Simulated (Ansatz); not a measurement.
Total energies of Al₂P₂⁺ (the lowest doublet isomer of a short search) from Ansatz at PBE-D4/def2-TZVP, gas phase (1 Eh = 27.2114 eV = 2625.5 kJ/mol). The reference geometry is relaxed at B3LYP-D4/def2-TZVP.

```xyz
4

Al    0.7637    1.2604    1.6328
Al   -0.7634   -1.2603   -1.6328
P    -0.1889   -0.7837    0.6931
P     0.1886    0.7835   -0.6931
```

| state | geometry | energy (Eh) |
| --- | --- | --- |
| charge 1 doublet | reference | -1166.78185 |
| charge 0 singlet | reference | -1167.03853 |
| charge 1 quartet | relaxed at B3LYP-D4/def2-TZVP | -1166.73229 |

Question: Work out the vertical electron affinity, to the singlet.

Answer: E(charge 1 doublet) − E(charge 0 singlet) = -1166.78185 − (-1167.03853) = 0.25668 Eh = 6.98 eV.

Question: Which of the charge 1 states is lowest, and how far above it are the others?

Answer: The doublet. quartet: -1166.73229 − (-1166.78185) = 0.04956 Eh = 130.1 kJ/mol. The quartet differs in its bonds from the reference.

The structure comes from a short search, and lower isomers may exist.
